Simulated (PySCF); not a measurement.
A small calculation by hand: entropy of an ideal gas

CH₅N₂S, SMILES NC([NH3+])=S, charge +1.

Geometry: B3LYP-D3(BJ)/def2-SVP. The isomer is the one that the SMILES or the coordinates give; other isomers of the formula were not compared. One conformer was computed; it need not be the lowest.

B3LYP-D3(BJ)/def2-SVP in PySCF 2.14.0 gives the harmonic wavenumbers 145, 317, 381, 435, 518, 593, 657, 895, 987, 994, 1197, 1433, 1509, 1574, 1603, 1649, 3334, 3431, 3438, 3542, 3660 cm⁻¹ and the rotational temperatures 0.4511, 0.2342, 0.1570 K. The molar mass is 77.12 g/mol, the symmetry number 1, the spin multiplicity 1.

Task: Work out the entropy at 298.15 K and 1 atm in the rigid-rotor, harmonic-oscillator model.

Result: 
Translation (Sackur–Tetrode at 1 atm): S = R[1.5 ln M + 2.5 ln T − 1.16487] = 162.9 J/(mol K).
Rotation: q = (√π/σ) T^1.5/√(θA θB θC) = 70900, S = R[ln q + 3/2] = 105.3 J/(mol K).
Vibration: with u = 1.4388 ν/T, each mode gives R[u/(e^u − 1) − ln(1 − e^−u)]:
```tsv
ν (cm⁻¹)	modes	u	S (J/(mol K))
145	1	0.70	11.45
317	1	1.53	5.55
381	1	1.84	4.33
435	1	2.10	3.52
518	1	2.50	2.57
593	1	2.86	1.93
657	1	3.17	1.51
895	1	4.32	0.60
987	1	4.76	0.41
994	1	4.80	0.40
1197	1	5.78	0.18
1433	1	6.92	0.07
1509	1	7.28	0.05
1574	1	7.60	0.04
1603	1	7.74	0.03
1649	1	7.96	0.03
```
The stiffer modes add less than 0.005 each. Sum 32.7 J/(mol K).
Spin: R ln 1 = 0.0 J/(mol K).
Total 300.9 J/(mol K); the program's own thermochemistry gives 300.9. Translation makes up 54 % and vibration 11 %. Anharmonicity, hindered rotation and orbital degeneracy are left out.
